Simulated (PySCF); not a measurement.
A database entry of computed molecular properties. Lists by class give the value and the number of equivalent atoms.

```json
{
 "formula": "C5H7N2",
 "smiles": "C[n+]1ccncc1",
 "inchi": "InChI=1S/C5H7N2/c1-7-4-2-6-3-5-7/h2-5H,1H3/q+1",
 "charge": 1,
 "multiplicity": 1,
 "geometry_level": "PBE0-D3(BJ)/def2-SVP",
 "electronic_structure_code": "PySCF",
 "results": {
  "PBE0-D3(BJ)/def2-SVP geometry optimisation, gas phase": {
   "rotational_constants_GHz": [5.997, 2.634, 1.852]
  },
  "CAM-B3LYP/def2-SVPD ground state, ΔSCF and vertical TDDFT (core frozen in the response)": {
   "homo_eV": -14.41,
   "lumo_eV": -6.47,
   "S1_eV": 3.87,
   "strongest_line_of_10_singlets_eV": 7.46,
   "T1_tda_eV": 3.11,
   "polarisability_au": 64.9,
   "vertical_ip_eV": 15.17,
   "vertical_ea_eV": 5.69,
   "r2_bohr2_about_centre_of_nuclear_charge": 648.4,
   "singlets_eV_and_f": [
    [3.87, 0.003],
    [5.1, 0.0],
    [5.23, 0.131],
    [6.56, 0.005],
    [7.46, 0.595],
    [7.56, 0.0],
    [8.07, 0.242],
    [8.53, 0.001],
    [8.6, 0.017],
    [8.74, 0.0]
   ],
   "triplets_tda_eV": [3.11, 3.64, 4.33, 4.96]
  },
  "PBE0/pcSseg-1 ground state and GIAO shieldings, non-relativistic": {
   "shift_vs_computed_TMS_C_by_class_ppm": [
    [160.8, 2],
    [139.1, 2],
    [50.6, 1]
   ],
   "shift_vs_computed_TMS_H_by_class_ppm": [
    [10.08, 2],
    [8.2, 2],
    [4.52, 3]
   ],
   "shielding_other_nuclei_by_class_ppm": [
    ["N", -174.2, 1],
    ["N", 18.2, 1]
   ]
  },
  "B3LYP/pcJ-1 indirect spin-spin coupling, non-relativistic, gas phase; spin–dipole term left out for some pairs": {
   "largest_one_bond_couplings_by_class_Hz": [
    ["13C–1H", 213.5, 2],
    ["13C–1H", 204.6, 2],
    ["13C–1H", 155.2, 3],
    ["13C–13C", 59.8, 2],
    ["15N–13C", -13.9, 2],
    ["15N–13C", -8.1, 1],
    ["15N–13C", 3.3, 2]
   ]
  }
 }
}
```

The principal polarisabilities are 40.2, 75.5 and 79.1 au; their mean is the isotropic value. S1 lies 4.07 eV below the HOMO–LUMO gap; its leading configuration is HOMO→LUMO, weight 0.98. The vertical singlet–triplet gap S1 − T1 is 0.76 eV (TDDFT singlet less Tamm–Dancoff triplet; S1: HOMO→LUMO, weight 0.98; T1: HOMO→LUMO, weight 0.95).

Geometry: PBE0-D3(BJ)/def2-SVP; no solvent or vibrations. NMR classes are plain means over equivalent atoms (diastereotopic ones count apart unless rotation or inversion swaps them), as if these changed places fast; in this geometry the members of some classes differ.

For the spin–spin coupling job (B3LYP/pcJ-1), hardware: one thread of an x86-64 server, no GPU (shared host). Cost: 27 s.
